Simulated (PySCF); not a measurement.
Gas-phase reaction: 2 GeHF₃ + H₂ = 2 GeH₂ + 3 F₂

Computed with PySCF and rigid-rotor harmonic-oscillator thermochemistry at 1 bar. † marks an energy on the PBE0/def2-TZVP geometry and frequencies; other levels use their own. MP2 and CCSD(T) freeze the core. All species are closed-shell singlets. B3LYP is the form with VWN-RPA correlation. Ge: all electrons, no relativistic terms. GeHF₃, GeH₂: computed as isolated molecules; such fragments, hydroxides, amides, oligomers or adducts are transient or little studied in the gas. MP2 isn't extrapolated to the basis-set limit. CCSD(T) isn't extrapolated to the basis-set limit.

CCSD(T)/def2-SVP† gives ΔH°(298 K) = 2223 kJ.

Task: What do MP2/def2-SVP†, PBE0/def2-TZVP, B3LYP/def2-TZVP† give?

Result: MP2/def2-SVP†: 2373 kJ; PBE0/def2-TZVP: 2258 kJ; B3LYP/def2-TZVP†: 2217 kJ. For scale, ΔH°(298 K) is 2223 kJ at this level, 2268 kJ at ωB97M-V/def2-TZVP†, and runs from 1804 to 2439 kJ over the 20 levels computed.
